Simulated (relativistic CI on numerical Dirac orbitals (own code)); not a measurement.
# Fe³⁺: K-alpha X-ray emission

Computed with this model: Dirac-Coulomb-Breit CI, KLI orbitals optimised for each configuration, model QED (radiative potential, 1s self-energy scaled to tabulated hydrogen-like ionisation energies), valence Slater integrals scaled by 0.7, multiplet model of X-ray emission after core ionisation; configurations [Ar] 3d5 → 1s 2s2 2p6 3s2 3p6 3d5 → [He] 2s2 2p5 3s2 3p6 3d5; 300 K; Lorentzian 1.8 eV and Gaussian 0.6 eV FWHM. Energies are those of the free ion, without screening or charge transfer. S is read from ⟨S²⟩ = S(S + 1).

Computed curve for free ion, scaled to 100 at the maximum (points under 2 are left out and the grid is thinned):

```tsv
Energy (eV)	Intensity
6380.6	2.1
6381.4	2.7
6382.2	3.9
6383.0	6.0
6383.8	8.9
6384.6	10.9
6385.4	11.8
6386.2	16.6
6387.0	32.1
6387.8	57.4
6388.4	60.1
6389.2	56.0
6390.0	36.2
6390.8	18.4
6391.6	11.6
6392.4	9.3
6393.2	8.6
6394.0	9.8
6394.8	12.6
6395.6	17.1
6396.4	22.1
6397.2	23.7
6398.0	20.5
6398.8	22.0
6399.6	34.5
6400.4	62.2
6401.2	86.7
6402.0	99.0
6402.8	99.8
6403.6	81.6
6404.2	48.3
6405.0	23.5
6405.8	13.4
6406.6	8.8
6407.4	6.2
6408.2	4.6
6409.0	3.6
6409.8	2.9
6410.6	2.4
6411.4	2.0
```

The ground state has S = 2.50, and the centroid lies at 6397.18 eV.
